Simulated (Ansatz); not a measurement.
Ansatz (a program for electronic structure) input (B3LYP/6-31G*):

Ansatz 0.2 input:
```yaml
crystal:
  periodic: [false, false, false]
  atoms:
    - {symbol: F, position_ang: [1.62930386, -0.71025673, 0.00654368]}
    - {symbol: C, position_ang: [0.63353301, 0.19639160, -0.01250976]}
    - {symbol: C, position_ang: [-0.63353301, -0.19639160, 0.01250976]}
    - {symbol: F, position_ang: [-1.62930386, 0.71025673, -0.00654368]}
    - {symbol: H, position_ang: [0.96449781, 1.22829962, -0.04864938]}
    - {symbol: H, position_ang: [-0.96449781, -1.22829962, 0.04864938]}
basis:
  gaussian:
    orbitals: 6-31G*
hamiltonian:
  xc: {name: B3LYP}
phonons: {temperatures: {t_min: 298.15, t_max: 298.15, t_step: 100}}
```

Output:

```
Functional definition: B3LYP
integrals: 0.02 GiB planned
671 factors; integrals over basis functions are off by at most 4.1e-4 eV
mean field: 0.18 GiB planned
mean field evaluation 1: about -7537.1806 eV, gradient 2.8e1 eV
mean field evaluation 2: about -7537.7556 eV, gradient 2.3e1 eV
mean field evaluation 4: about -7538.6641 eV, gradient 1.5e0 eV
mean field evaluation 8: about -7538.6656 eV, gradient 1.1e-3 eV
mean field -7538.66563314 eV, -277.0408521268 hartree, gradient 1.8e-5 eV, S^2 0.000000; 0 other end points of the search recorded, 0 dependent functions left out
the calculation of the forces begins
reference -7538.66576046 eV, -277.0408568059 hartree; 16, 16 occupied and 48, 48 virtual orbitals, 671 factors
these checks for a lower state are left out or cut short: stability, starts, cluster_reference, orbital_swaps, neighbouring_geometries, increment
integrals: 0.02 GiB planned
671 factors; integrals over basis functions are off by at most 4.1e-4 eV
mean field: 0.18 GiB planned
mean field evaluation 16: about -7538.6656 eV, gradient 6.5e-5 eV
mean field -7538.66556627 eV, -277.0408496694 hartree, gradient 1.6e-6 eV, S^2 0.000000; 0 other end points of the search recorded, 0 dependent functions left out
the calculation of the forces begins
reference -7538.66569363 eV, -277.0408543497 hartree; 16, 16 occupied and 48, 48 virtual orbitals, 671 factors
these checks for a lower state are left out or cut short: stability, starts, cluster_reference, orbital_swaps, neighbouring_geometries, increment
integrals: 0.02 GiB planned
671 factors; integrals over basis functions are off by at most 4.1e-4 eV
mean field: 0.18 GiB planned
mean field -7538.66556685 eV, -277.0408496907 hartree, gradient 2.5e-6 eV, S^2 0.000000; 0 other end points of the search recorded, 0 dependent functions left out
the calculation of the forces begins
reference -7538.66569414 eV, -277.0408543685 hartree; 16, 16 occupied and 48, 48 virtual orbitals, 671 factors
these checks for a lower state are left out or cut short: stability, starts, cluster_reference, orbital_swaps, neighbouring_geometries, increment
integrals: 0.02 GiB planned
671 factors; integrals over basis functions are off by at most 4.1e-4 eV
mean field: 0.18 GiB planned
mean field evaluation 32: about -7538.6656 eV, gradient 1.4e-6 eV
mean field -7538.66558876 eV, -277.0408504960 hartree, gradient 1.5e-6 eV, S^2 0.000000; 0 other end points of the search recorded, 0 dependent functions left out
the calculation of the forces begins
reference -7538.66571604 eV, -277.0408551735 hartree; 16, 16 occupied and 48, 48 virtual orbitals, 671 factors
these checks for a lower state are left out or cut short: stability, starts, cluster_reference, orbital_swaps, neighbouring_geometries, increment
integrals: 0.02 GiB planned
671 factors; integrals over basis functions are off by at most 4.1e-4 eV
mean field: 0.18 GiB planned
mean field -7538.66558835 eV, -277.0408504807 hartree, gradient 2.0e-6 eV, S^2 0.000000; 0 other end points of the search recorded, 0 dependent functions left out
the calculation of the forces begins
reference -7538.66571572 eV, -277.0408551614 hartree; 16, 16 occupied and 48, 48 virtual orbitals, 671 factors
these checks for a lower state are left out or cut short: stability, starts, cluster_reference, orbital_swaps, neighbouring_geometries, increment
integrals: 0.02 GiB planned
671 factors; integrals over basis functions are off by at most 4.1e-4 eV
mean field: 0.18 GiB planned
mean field -7538.66542516 eV, -277.0408444836 hartree, gradient 6.4e-7 eV, S^2 0.000000; 0 other end points of the search recorded, 0 dependent functions left out
the calculation of the forces begins
reference -7538.66555243 eV, -277.0408491606 hartree; 16, 16 occupied and 48, 48 virtual orbitals, 671 factors
these checks for a lower state are left out or cut short: stability, starts, cluster_reference, orbital_swaps, neighbouring_geometries, increment
integrals: 0.02 GiB planned
671 factors; integrals over basis functions are off by at most 4.2e-4 eV
mean field: 0.18 GiB planned
mean field -7538.66542550 eV, -277.0408444960 hartree, gradient 2.8e-6 eV, S^2 0.000000; 0 other end points of the search recorded, 0 dependent functions left out
the calculation of the forces begins
reference -7538.66555288 eV, -277.0408491773 hartree; 16, 16 occupied and 48, 48 virtual orbitals, 671 factors
these checks for a lower state are left out or cut short: stability, starts, cluster_reference, orbital_swaps, neighbouring_geometries, increment
integrals: 0.02 GiB planned
671 factors; integrals over basis functions are off by at most 4.1e-4 eV
mean field: 0.18 GiB planned
mean field -7538.66548341 eV, -277.0408466244 hartree, gradient 2.7e-6 eV, S^2 0.000000; 0 other end points of the search recorded, 0 dependent functions left out
the calculation of the forces begins
reference -7538.66561079 eV, -277.0408513053 hartree; 16, 16 occupied and 48, 48 virtual orbitals, 671 factors
these checks for a lower state are left out or cut short: stability, starts, cluster_reference, orbital_swaps, neighbouring_geometries, increment
integrals: 0.02 GiB planned
671 factors; integrals over basis functions are off by at most 4.1e-4 eV
mean field: 0.18 GiB planned
mean field evaluation 64: about -7538.6655 eV, gradient 2.4e-6 eV
mean field -7538.66548310 eV, -277.0408466129 hartree, gradient 2.4e-6 eV, S^2 0.000000; 0 other end points of the search recorded, 0 dependent functions left out
the calculation of the forces begins
reference -7538.66561038 eV, -277.0408512902 hartree; 16, 16 occupied and 48, 48 virtual orbitals, 671 factors
these checks for a lower state are left out or cut short: stability, starts, cluster_reference, orbital_swaps, neighbouring_geometries, increment
integrals: 0.02 GiB planned
671 factors; integrals over basis functions are off by at most 4.2e-4 eV
mean field: 0.18 GiB planned
mean field -7538.66553053 eV, -277.0408483559 hartree, gradient 1.4e-6 eV, S^2 0.000000; 0 other end points of the search recorded, 0 dependent functions left out
the calculation of the forces begins
reference -7538.66565791 eV, -277.0408530370 hartree; 16, 16 occupied and 48, 48 virtual orbitals, 671 factors
these checks for a lower state are left out or cut short: stability, starts, cluster_reference, orbital_swaps, neighbouring_geometries, increment
integrals: 0.02 GiB planned
671 factors; integrals over basis functions are off by at most 4.1e-4 eV
mean field: 0.18 GiB planned
mean field -7538.66553004 eV, -277.0408483381 hartree, gradient 2.3e-6 eV, S^2 0.000000; 0 other end points of the search recorded, 0 dependent functions left out
the calculation of the forces begins
reference -7538.66565731 eV, -277.0408530152 hartree; 16, 16 occupied and 48, 48 virtual orbitals, 671 factors
these checks for a lower state are left out or cut short: stability, starts, cluster_reference, orbital_swaps, neighbouring_geometries, increment
integrals: 0.02 GiB planned
671 factors; integrals over basis functions are off by at most 4.1e-4 eV
mean field: 0.18 GiB planned
mean field -7538.66561590 eV, -277.0408514934 hartree, gradient 1.4e-6 eV, S^2 0.000000; 0 other end points of the search recorded, 0 dependent functions left out
the calculation of the forces begins
reference -7538.66574324 eV, -277.0408561727 hartree; 16, 16 occupied and 48, 48 virtual orbitals, 671 factors
these checks for a lower state are left out or cut short: stability, starts, cluster_reference, orbital_swaps, neighbouring_geometries, increment
integrals: 0.02 GiB planned
671 factors; integrals over basis functions are off by at most 4.1e-4 eV
mean field: 0.18 GiB planned
mean field -7538.66561607 eV, -277.0408514996 hartree, gradient 1.1e-6 eV, S^2 0.000000; 0 other end points of the search recorded, 0 dependent functions left out
the calculation of the forces begins
reference -7538.66574339 eV, -277.0408561785 hartree; 16, 16 occupied and 48, 48 virtual orbitals, 671 factors
Total energy: -7538.66576046 eV, -277.0408568059 hartree
Atom 0 at     1.629304    -0.710257     0.006544 Å, force     0.000096    -0.000051     0.000001 eV/Å
Atom 1 at     0.633533     0.196392    -0.012510 Å, force    -0.000031     0.000086    -0.000002 eV/Å
Atom 2 at    -0.633533    -0.196392     0.012510 Å, force     0.000031    -0.000086     0.000002 eV/Å
Atom 3 at    -1.629304     0.710257    -0.006544 Å, force    -0.000096     0.000051    -0.000001 eV/Å
Atom 4 at     0.964498     1.228300    -0.048649 Å, force    -0.000033    -0.000089     0.000003 eV/Å
Atom 5 at    -0.964498    -1.228300     0.048649 Å, force     0.000033     0.000089    -0.000003 eV/Å
Dipole moment:    -0.000000     0.000000    -0.000000 e Å
Vibrations: 315.59 340.16 556.32 804.74 924.41 1168.65 1192.57 1316.18 1317.31 1775.94 3238.24 3245.44 cm⁻¹, zero-point energy 1.003996 eV
```

The blocks after the first are displaced geometries, from whose forces the wavenumbers follow.
